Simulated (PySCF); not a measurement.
C₅H₁₀FN₃Si.
Numbering: `[CH3:1][NH:2][SiH2:3][n:4]1[c:5]([F:6])[cH:7][n:8][c:9]1[CH3:10]`

Probes without a nucleus sit at each ring's centroid and 1 Å off its mean plane on both sides; NICS is minus the shielding there, NICSzz its component along the normal. Level: GIAO PBE0/pcSseg-1 (PySCF, non-relativistic, gas phase) on the GFN2-xTB geometry, one conformer.

Ring bond lengths (Å), with Mayer bond orders in brackets: N4–C5 1.366 (1.13), C5–C7 1.355 (1.59), C7–N8 1.367 (1.28), N8–C9 1.301 (1.65), C9–N4 1.372 (1.06).

**Question.** What do the NICS probes read (ppm)?

**Answer.** 
```csv
ring,type,NICS(0),"NICS(1), two faces","NICS(1)zz, two faces",rms pucker (Å),"centre to ring atoms, mean (Å)"
N4–C5–C7–N8–C9,5-membered ring with 2 N; formal bonds all aromatic,-12.2,-9.6 / -9.6,-24.9 / -24.0,0.00,1.15
```

**Question.** What can be read from them?

**Answer.** 
- N4–C5–C7–N8–C9: mean NICS(1)zz -24.4 ppm, shielded. The ring is flat and has no four-coordinate atom; by the NICS criterion it is aromatic.

**Question.** What does the geometric index give? HOMA = 1 − mean of α(R − Ropt)² over the ring bonds, with Krygowski's 1993 parameters (CC: Ropt 1.388 Å, α 257.7 Å⁻²; CN: Ropt 1.334 Å, α 93.52 Å⁻²).

**Answer.** 
- N4–C5–C7–N8–C9: HOMA 0.86; the largest term is that of C5–C7, α(R − Ropt)² = 0.28. The geometric and the magnetic index point the same way.

**Question.** List the ring angles and the Hirshfeld charges of the ring atoms.

**Answer.** 
- N4–C5–C7–N8–C9: N4 103.7° (-0.120 e), C5 109.3° (+0.097 e), C7 107.8° (-0.070 e), N8 106.6° (-0.209 e), C9 112.6° (+0.090 e); sum 540.0° against 540° for a flat convex ring.

**Question.** How shielded are the nuclei of the rings and their hydrogens (means over atoms taken as equivalent)?

**Answer.** 
```tsv
atoms	environment	σ isotropic (ppm)	principal values of the symmetric part, first atom (ppm)
N4	pyrrole-type nitrogen	91.6	24.1, 74.2, 176.5
C5	aromatic C–F carbon	27.6	-34.2, 53.6, 63.5
C7	aromatic CH next to a ring nitrogen	74.9	25.7, 66.1, 132.8
N8	pyridine-type nitrogen	-38.8	-244.4, -93.5, 221.6
C9	substituted aromatic carbon	46.3	-33.2, 64.0, 108.1
H on C7	aromatic hydrogen	25.13	22.1, 25.3, 28.0
```

The values belong to the conformer `[CH3:1][NH:2][SiH2:3][n:4]1[c:5]([F:6])[cH:7][n:8][c:9]1[CH3:10]`: C1–N2–Si3–N4 175°, N2–Si3–N4–C5 123°.
